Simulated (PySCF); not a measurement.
## The third ionisation energy along the noble gases

Calculated with PySCF 2.14 from differences of total energies of unrestricted determinants, without spin-orbit coupling. Values in eV. The last column holds reference values (NIST; (s) semi-empirical, (t) theoretical, else measured). Unmarked ones compare directly (S terms, centres of terms, or small fine structure); those marked * lie between the lowest fine-structure levels and include a spin-orbit shift.

```csv
element,configurations,UHF,MP2 (valence),SCS-MP2 (valence),CCSD (valence),CCSD(T) (valence),reference
"Ar (def2-TZVP, non-relativistic)",[Ne] 3s2 3p4 → [Ne] 3s2 3p3,39.373,40.152,40.233,40.262,40.289,40.735 ± 0.012 (s) *
"Kr (def2-TZVP, non-relativistic)",[Ar] 3d10 4s2 4p4 → [Ar] 3d10 4s2 4p3,34.301,34.994,35.065,35.113,35.135,35.838 ± 0.02 *
"Xe (def2-TZVP with the def2 core potential (28 electrons), ECP)",[Kr] 4d10 5s2 5p4 → [Kr] 4d10 5s2 5p3,29.383,29.990,30.053,30.122,30.141,31.05 ± 0.04 (s) *
```

"Valence" correlates the outer s and p shells and, in groups 3 to 12 and the f block, the outer d or f shell, open or full, or the next shell where the ion has no valence electron left; the wider scheme adds the next inner shell.
